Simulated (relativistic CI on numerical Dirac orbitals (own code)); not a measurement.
**Hyperfine structure of Yb⁶⁶⁺, mass number 171**

Calculated at this level of theory: Dirac-Coulomb-Breit CI, KLI orbitals optimised for each configuration, model QED, unscaled Slater integrals (own radial code, finite nucleus).

Configurations in the expansion (outside the closed core 1s2): 2s2, 2s.2p, 2p2, 2p.3s, 2p.3p, 2s.3s, 2s.3p, 2s.3d, 2s.4s, 2s.4p, 2s.4d, 2s.4f, 3s2, 3s.3p, 3p2. Levels of other configurations are missing.

Nuclear spin I = 1/2, μ = 0.4923 μN (tables of Stone and Pyykkö). The electronic factors are computed for point nuclear moments, without core polarisation or the Bohr-Weisskopf and QED corrections.

```tsv
Level	E (Ry)	A (GHz)
2s.2p 3P°_1	13.871	12220
2s.2p 3P°_2	96.097	5179
2s.2p 1P°_1	102.375	-3691
2p2 3P_1	114.253	-606.1
2p2 1D_2	115.581	2024
2p2 3P_2	199.713	718.8
2s.3s 3S_1	710.416	12040
2s.3p 3P°_1	715.913	10210
```

Levels with J = 0, under 50 % of one LS term, or S terms without an open s electron are left out. Small factors come from cancelling terms and can be off by tens of per cent or more.

At this charge energies of transitions that change n are usually good to better than 1 %, and those within a shell (Δn = 0) to a few per cent.

Task: Give the hyperfine levels of 2s.2p 3P°_1 relative to its centre of gravity.

Result: With K = F(F + 1) − I(I + 1) − J(J + 1), E = AK/2: F = 1/2: -12220, F = 3/2: 6110 GHz.

LS names give the leading component of a level, which can be under half, so a name can repeat, a term be missing and a line seem to break the LS rules.
